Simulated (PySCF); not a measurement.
MH for M along group 13

r²SCAN with triple-zeta basis sets in PySCF, for the lowest determinant that a PBE0 search found; no spin–orbit coupling. De refers to high-spin ground-configuration atoms. A positive dipole means M(−)H(+).

```
 M         basis  state (unpaired electrons)  Re (Å)  ωe (cm⁻¹)  De (eV)  μ (D)
 B    def2-TZVPP      singlet (closed shell)   1.242       2304     3.44   1.59
Al    def2-TZVPP      singlet (closed shell)   1.661       1643     3.02  -0.03
Ga  x2c-TZVPPall      singlet (closed shell)   1.669       1590     2.92  -0.46
In  x2c-TZVPPall      singlet (closed shell)   1.850       1460     2.71  -0.81
Tl    def2-TZVPP      singlet (closed shell)   1.903       1376     2.56  -1.39
```

The shortest bond is that of BH (1.242 Å), the longest that of TlH (1.903 Å).

The rows differ in basis set, which adds steps of its own.

Down a group the atoms grow and get heavier, so bonds lengthen and wavenumbers fall; this series shows no clear exception.

Spin–orbit coupling is left out, which matters for elements this heavy, above all for dissociation energies.
